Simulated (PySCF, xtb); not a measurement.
H₈NSi₂, SMILES [SiH3][NH2+][SiH3], charge +1.

Harmonic wavenumbers (cm⁻¹) from GFN2-xTB (xtb) at its own minimum, in rising order: 89, 134, 167, 446, 489, 505, 524, 592, 605, 668, 715, 716, 730, 743, 781, 787, 960, 1108, 1475, 2339, 2342, 2353, 2363, 2365, 2373, 3313, 3331.

### Question
What does PBE-D3(BJ)/def2-SVP run with PySCF give at its own minimum? (Estimate from the structure and the level; the computed values follow.)

### Answer
40, 134, 170, 494, 497, 559, 584, 649, 726, 818, 864, 884, 888, 893, 893, 898, 1060, 1103, 1521, 2221, 2222, 2259, 2259, 2261, 2262, 3334, 3393. Paired by order, the mean absolute difference is 85 cm⁻¹ and the zero-point energies are 47.2 and 48.4 kcal/mol.
